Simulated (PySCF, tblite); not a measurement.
A database entry of computed molecular properties. Lists by class give the value and the number of equivalent atoms.

```json
{
 "formula": "C7H12O3",
 "smiles": "C=CCO[C@H](C)C(=O)OC",
 "charge": 0,
 "multiplicity": 1,
 "geometry_level": "GFN2-xTB",
 "atoms_angstrom": [
  ["C", 2.965, 1.363, 0.149],
  ["C", 2.627, 0.087, 0.173],
  ["C", 1.857, -0.604, -0.914],
  ["O", 0.829, -1.443, -0.416],
  ["C", -0.219, -0.775, 0.242],
  ["C", -1.09, -1.832, 0.921],
  ["C", -1.089, 0.035, -0.721],
  ["O", -1.007, 0.038, -1.919],
  ["O", -1.989, 0.752, -0.036],
  ["C", -2.904, 1.515, -0.814],
  ["H", 3.539, 1.817, 0.939],
  ["H", 2.693, 2.003, -0.675],
  ["H", 2.903, -0.548, 1.005],
  ["H", 1.457, 0.124, -1.629],
  ["H", 2.521, -1.291, -1.451],
  ["H", 0.177, -0.073, 0.996],
  ["H", -1.495, -2.503, 0.169],
  ["H", -0.482, -2.411, 1.61],
  ["H", -1.901, -1.353, 1.461],
  ["H", -2.369, 2.262, -1.404],
  ["H", -3.576, 1.994, -0.108],
  ["H", -3.459, 0.863, -1.492]
 ],
 "electronic_structure_code": "PySCF",
 "results": {
  "GFN2-xTB geometry": {
   "point_group": "C1",
   "rotational_constants_GHz": [1.905, 0.822, 0.707]
  },
  "PBE0/pcSseg-1 ground state and GIAO shieldings, non-relativistic": {
   "dipole_D": 2.43,
   "homo_eV": -7.46,
   "lumo_eV": 0.05,
   "shift_vs_computed_TMS_C_by_class_ppm": [
    [180.8, 1],
    [147.5, 1],
    [125.3, 1],
    [74.4, 1],
    [73.6, 1],
    [53.5, 1],
    [22.5, 1]
   ],
   "shift_vs_computed_TMS_H_by_class_ppm": [
    [6.22, 1],
    [5.54, 1],
    [5.5, 1],
    [4.66, 1],
    [4.53, 1],
    [4.23, 1],
    [3.85, 3],
    [1.46, 3]
   ],
   "shielding_other_nuclei_by_class_ppm": [
    ["O", -100.6, 1],
    ["O", 154.0, 1],
    ["O", 271.5, 1]
   ],
   "charges_hirshfeld_e_by_atom": [-0.1, -0.05, 0.0, -0.13, 0.03, -0.12, 0.21, -0.25, -0.1, -0.04, 0.05, 0.05, 0.04, 0.03, 0.05, 0.03, 0.04, 0.05, 0.04, 0.05, 0.06, 0.05]
  },
  "GFN2-xTB harmonic vibrations, gas phase": {
   "strongest_ir_bands_cm-1_km_per_mol_modes": [
    [1070.1, 57.9, 1],
    [1120.1, 115.3, 2],
    [1138.6, 211.8, 1],
    [1162.8, 69.4, 1],
    [1786.9, 395.9, 1],
    [3124.2, 46.3, 1]
   ],
   "zpe_kcal_per_mol": 111.9
  }
 }
}
```

The rotational constants make it an asymmetric top with κ = (2B − A − C)/(A − C) = -0.81, nearer the prolate limit (−1). The dipole equals about 8.1 × 10⁻³⁰ C·m (1 D = 3.33564 × 10⁻³⁰ C·m). With B = h/(8π²I), that is 505.379 GHz u Å² over I, the principal moments of inertia are 265.3, 614.5 and 714.5 u Å² (most abundant isotopes); the inertial defect Ic − Ia − Ib is -165.3 u Å² (zero for a rigid planar frame, negative otherwise). The zero-point energy, half the sum of the 60 harmonic wavenumbers, equals 39120 cm⁻¹ or 468 kJ/mol.

 NMR classes are plain means over equivalent atoms (diastereotopic ones count apart unless rotation or inversion swaps them), as if these changed places fast; in this geometry the members of some classes differ.

One conformer stands for the species.
